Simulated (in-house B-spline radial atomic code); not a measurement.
A fraction x of an electron is removed from 3p in Cl³⁺, starting from [Ne] 3s2 3p2 and keeping the highest spin. Computed with a B-spline radial code for spherical atoms: scalar-relativistic (X2C) BP86, spin-polarised, spherical fractional occupations, Fermi nucleus of rms radius 3.3654 fm.

```csv
x,E(x) - E(0) (eV),3p up level (eV)
0,0.0000,-46.371
0.1,4.7059,-47.747
0.18,8.5698,-48.853
0.29,14.0277,-50.382
0.4,19.6542,-51.920
0.5,24.9163,-53.325
0.52,25.9856,-53.606
0.69,35.3029,-56.012
0.85,44.4468,-58.290
0.98,52.1454,-60.151
1,53.3513,-60.438
```

The exact functional would give a straight line between the two integer points. Deviations E(x) - E(0) - x[E(1) - E(0)], in eV: -0.629 at x = 0.1, -1.033 at x = 0.18, -1.444 at x = 0.29, -1.686 at x = 0.4, -1.759 at x = 0.5, -1.757 at x = 0.52, -1.509 at x = 0.69, -0.902 at x = 0.85, -0.139 at x = 0.98.

The curve lies below the straight line by up to 1.759 eV (at x = 0.5): convex, the delocalisation error that favours fractional charges.

How well does Slater's transition state (minus the level at half occupation) give the ionisation energy?

It gives 53.325 eV against 53.351 eV from the two total energies; NIST lists 53.24 eV, ground level to ground level.
